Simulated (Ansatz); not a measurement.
Geometry optimisation, RKS B3LYP/def2-SVP (Ansatz 0.2.0).

Input file:

```yaml
crystal:
  periodic: [false, false, false]
  atoms:
    - { symbol: B, position_ang: [-0.1737, -0.658, 0.3023] }
    - { symbol: Cl, position_ang: [1.894, -0.2677, -0.2286] }
    - { symbol: F, position_ang: [-0.777, -1.3607, -0.6277] }
    - { symbol: F, position_ang: [-0.2958, -0.9755, 1.5608] }
    - { symbol: H, position_ang: [0.7782, 1.086, -0.2448] }
    - { symbol: O, position_ang: [-0.4633, 1.0419, 0.0274] }
    - { symbol: H, position_ang: [-0.9624, 1.1341, -0.7895] }
basis:
  gaussian: { orbitals: def2-SVP }
hamiltonian:
  xc: b3lyp
relax:
  f_tol: 0.15
  max_steps: 25
  restrain:
    - { distance: [0, 5], at: 1.5, k: 30.0 }
    - { distance: [4, 1], at: 1.33, k: 30.0 }
    - { distance: [0, 1], at: 3.16, k: 30.0 }
    - { distance: [4, 5], at: 2.27, k: 30.0 }
```

Launched with:

```bash
$ ansatz run input.yaml --threads 2 --pin off --max-ram 3072MiB --backend cpu --events-out ev --progress --plain --runs-dir out
```

Where does it end, and by what steps?

The forces met the threshold. The restraints hold the end off the free minimum. After 8 steps the energy has fallen by 1.263 eV (the restraints' own energy left out); H5 moved furthest, 0.75 Å. Parted: B1–Cl2. Joined: Cl2–H5.

```csv
step,energy less start (eV),largest force component (eV/Å),accepted
0,0.0000,3.012,yes
1,0.1853,3.651,yes
2,-0.5416,4.034,yes
3,-1.1311,2.328,yes
4,-1.1259,2.079,yes
5,-1.1228,3.033,no
6,-1.2197,2.514,yes
7,-1.2555,2.305,yes
8,-1.2633,2.281,yes
```

```xyz
7
Properties=species:S:1:pos:R:3
B -0.676 -0.552 0.336
Cl 2.319 0.070 -0.471
F -1.057 -1.438 -0.569
F -0.281 -0.948 1.524
H 1.506 1.014 -0.063
O -0.750 0.845 0.072
H -1.061 1.010 -0.829
```

Whether the end is a true minimum wasn't checked by a vibrational analysis.

The run took 18 s on 2 threads of Arm Neoverse V1 (shared host), peak memory 0.16 GiB.
